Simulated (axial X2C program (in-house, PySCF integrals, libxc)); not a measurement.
**Spin–orbit effects down a group: molecules with Zn (ions), HF**

Calculated with an axial X2C code built on PySCF integrals, spin-free (one-electron X2C) or two-component (2c: spin–orbit coupling with atomic mean-field Coulomb and Gaunt terms, which also bring small scalar terms), in Dyall basis sets with cores contracted in-house; open shells are unrestricted.

Basis sets: H dyall-v3z, Li dyall-cv3z, Na dyall-v3z, Zn dyall-cv3z, Zn dyall-v3z.

```csv
molecule,spin-free state,Re (Å),ωe (cm⁻¹),De (eV),2c state,Re 2c (Å),ωe 2c (cm⁻¹),De 2c (eV)
ZnH⁺,"M_S = 0, Λ = 0",1.531,2004.6,1.23,Ω = 0,1.532,2003.9,1.23
LiZn⁺,"M_S = 0, Λ = 0",2.777,242.8,0.63,Ω = 0,2.778,242.7,0.63
NaZn⁺,"M_S = 0, Λ = 0",3.159,115.9,0.39,Ω = 0,3.160,115.9,0.39
```

Q: Work out the shifts from the spin-free to the two-component result.

A: 

```tsv
molecule	2c state	ΔRe (Å)	Δωe (cm⁻¹)	ΔDe (eV)
ZnH⁺	Ω = 0	0.001	-0.7	0.00
LiZn⁺	Ω = 0	0.001	-0.1	0.00
NaZn⁺	Ω = 0	0.001	0.0	0.00
```

Shifts of one unit in the last digit are rounding.

Fragments in 2c: Zn+ + H, Zn + Li+, Zn + Na+. Each entry is the lowest single determinant of a limited PBE0 search at one distance. De goes to single-determinant-based atoms at the same level (for ions the charge split of lowest energy) and is withheld (n/a) where an atom does not fit its ground term or J level. Main or longest-lived isotopes.
